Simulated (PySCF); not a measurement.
C2H6ClGe, SMILES [CH3][Ge]([CH3])[Cl], multiplicity 2. Geometry: PBE-D3(BJ)/def2-SVP. The isomer is the one that the SMILES or the coordinates give; other isomers of the formula were not compared.

Method: PBE-D3(BJ)/def2-SVP run with PySCF 2.14.0.

Harmonic wavenumbers (cm⁻¹): 100, 107, 148, 152, 171, 382, 532, 567, 675, 721, 754, 809, 1161, 1176, 1362, 1369, 1371, 1383, 2975, 2976, 3085, 3086, 3109, 3109. Rotational constants (GHz): 4.661, 2.722, 1.998; symmetry number 1.

Task: Work out the zero-point energy and the ideal-gas rigid-rotor harmonic-oscillator thermochemistry at 298.15 K and 1 atm.

Result: ZPE = ½ Σ hcν = ½ × 31281 cm⁻¹ = 187.10 kJ/mol. H − E(el) = 208.90 kJ/mol. Entropy in J/(mol K): translation 170.21, rotation 112.72, vibration 74.98, spin 5.76, total 363.68. G − E(el) = 100.47 kJ/mol. Cp = 105.72 J/(mol K). Modes under 150 cm⁻¹ make the vibrational entropy uncertain.
